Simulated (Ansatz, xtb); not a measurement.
CH3F3OSi: which of two isomers lies lower

We compare X, `OC[Si](F)(F)F`, a singlet, with Y, `CO[Si](F)(F)F`, a singlet. Both are isolated molecules in the gas phase, relaxed with r2SCAN-D4/def2-SVP; the shapes shown needn't be the lowest conformers.

X (Å):

```xyz
9

C    -0.6861    2.2991   -1.6587
F    -0.0771   -0.4120   -0.8354
F     1.9459    1.1161   -1.3453
F     0.4808    1.5469    0.7606
O    -1.8561    2.4947   -0.8750
Si    0.4400    1.1045   -0.7879
H    -1.5803    2.8573   -0.0214
H    -1.0085    1.8868   -2.6293
H    -0.1548    3.2457   -1.8936
```

Y (Å):

| atom | x (Å) | y (Å) | z (Å) |
| --- | --- | --- | --- |
| C | -1.2451 | 2.3620 | -1.8672 |
| F | 0.5630 | -0.1929 | -0.7161 |
| F | 1.8652 | 2.0168 | -0.7271 |
| F | 0.6620 | 1.2477 | 1.4408 |
| O | -0.7942 | 2.0968 | -0.5464 |
| Si | 0.5560 | 1.3027 | -0.1469 |
| H | -1.4301 | 1.4255 | -2.4198 |
| H | -2.1875 | 2.9223 | -1.7972 |
| H | -0.5120 | 2.9702 | -2.4232 |

**Question.** Estimate E(Y) − E(X) at the level CCSD(T)/def2-SVP + ΔMP2/def2-TZVPP.

**Answer.** Calculated at CCSD(T)/def2-SVP + ΔMP2/def2-TZVPP: E(Y) − E(X) = −128.8 kJ/mol, so structure Y lies lower.

The same difference at several levels:

```csv
level,geometry,E(Y) − E(X) (kJ/mol),departure from the last row (kJ/mol),"job, with rough time for the two"
GFN2-xTB,GFN2-xTB,−169.9,−41.1,"optimisation, 0.11 s"
HF/STO-3G,GFN2-xTB,−79.2,+49.6,"single point, 0.24 s"
r2SCAN-D4/def2-SVP//GFN2-xTB,GFN2-xTB,−116.6,+12.2,"single point, 1.7 s"
r2SCAN-D4/def2-SVP,r2SCAN-D4/def2-SVP,−115.4,+13.5,"optimisation, 21 s"
HF/def2-SVP,r2SCAN-D4/def2-SVP,−137.3,−8.4,part of the CCSD(T) run
MP2/def2-SVP,r2SCAN-D4/def2-SVP,−127.0,+1.9,part of the CCSD(T) run
CCSD(T)/def2-SVP,r2SCAN-D4/def2-SVP,−124.1,+4.7,single point
CCSD(T)/def2-SVP + ΔMP2/def2-TZVPP,r2SCAN-D4/def2-SVP,−128.8,,"single point, 19 s"
```

As drawn, Y has 1 O–Si, 1 C–H in place of 1 C–Si, 1 O–H.

None of the levels shown reverses the order. The largest departure from CCSD(T)/def2-SVP + ΔMP2/def2-TZVPP is that of HF/STO-3G, 49.6 kJ/mol. The last row adds to CCSD(T) the change of the MP2 difference between the two basis sets, here −4.7 kJ/mol.

With harmonic frequencies from r2SCAN-D4/def2-SVP (ideal gas, rigid rotor, one conformer each, 298.15 K, 1 atm): on the last row, ΔE + ΔZPE = −127.4 kJ/mol. A mode under 50 cm⁻¹ makes harmonic enthalpies and free energies unreliable, so none is given.

The correlated steps freeze 10 core orbitals. Run with Ansatz 0.2.0, xtb 6.7.1; the last row on 2 threads of Intel(R) Xeon(R) 6975P-C (Granite Rapids) on a shared host.
